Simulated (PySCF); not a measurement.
The pair A = C2H4Si (SMILES C#C[SiH3]) (first 7 atoms), B = H2O (SMILES O); geometry from B3LYP-D3(BJ)/def2-TZVP.
(charge 0, multiplicity 1):
```xyz
10

C     -1.515     1.378     0.751
C     -0.563     0.708     0.436
Si     0.880    -0.314    -0.055
H     -2.357     1.973     1.018
H      0.536    -1.742     0.064
H      1.203     0.011    -1.462
H      2.029     0.028     0.805
O     -0.052    -0.788     3.150
H      0.534    -0.141     3.558
H     -0.664    -0.265     2.618
```

Rows in 6-31G* carry no dispersion term and start afresh at each structure (6-31G* with six Cartesian d functions). MP2/6-31G* freezes PySCF's default core.

Programs: PySCF for 6-31G* rows. Values without a source in brackets are computed.

Total energies (hartree), monomers frozen at their geometry in the pair:

| structure | HF/6-31G* | B3LYP/6-31G* | MP2/6-31G* |
|---|---|---|---|
| AB | -442.9293300 | -444.4557770 | -443.4441771 |
| A in the pair's basis | -366.9153658 | -368.0396398 | -367.2404193 |
| B in the pair's basis | -76.0129610 | -76.4136864 | -76.2016616 |
| A | -366.9147064 | -368.0388942 | -367.2390075 |
| B | -76.0101497 | -76.4088891 | -76.1967963 |

Q: Work out the interaction energy without and with the counterpoise correction, and the superposition error, for each level.

A: 
E(AB) − E(A) − E(B), times 627.509 kcal/mol, with the monomers in their own basis and then in the pair's basis:
- HF/6-31G*: -2.81 uncorrected, -0.63 corrected; the monomers gain 2.18 kcal/mol from borrowed functions
- B3LYP/6-31G*: -5.02 uncorrected, -1.54 corrected; the monomers gain 3.48 kcal/mol from borrowed functions
- MP2/6-31G*: -5.25 uncorrected, -1.32 corrected; the monomers gain 3.94 kcal/mol from borrowed functions
